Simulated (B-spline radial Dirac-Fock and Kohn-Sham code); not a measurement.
## Core-level shifts of argon with charge state

The computed values come from a radial atomic solver: relaxed Dirac-Fock hole states (ΔSCF) with Breit and QED corrections and a finite nucleus. Each ion is free and in its tabulated ground configuration. Correlation energy is missing from these numbers.

Reference: Ar, [Ne] 3s2 3p6, with K 3205.8 eV, L1 327.0 eV, L2 250.3 eV, M1 33.42 eV. Shifts from it, in eV (a dash: the subshell is empty, belongs to an open shell averaged over j, or its hole state is left out as unreliable):

```
 ion  configuration       K     L1      L2      M1
 Ar⁺   [Ne] 3s2 3p5   +16.0  +15.4   +15.4   +12.2
Ar²⁺   [Ne] 3s2 3p4   +34.3  +32.8   +32.9   +25.6
Ar³⁺   [Ne] 3s2 3p3   +54.8  +52.1       –   +40.0
Ar⁴⁺   [Ne] 3s2 3p2   +77.3  +73.0   +72.7   +55.4
Ar⁵⁺   [Ne] 3s2 3p1  +101.9  +95.6   +95.4   +71.7
Ar⁶⁺       [Ne] 3s2       ?      ?       ?       ?
Ar⁷⁺       [Ne] 3s1       –      –  +145.6  +109.5
```

Problem. Give the missing shifts for Ar⁶⁺.

Solution. K +128.5, L1 +119.7, L2 +119.7, M1 +88.8 (eV).
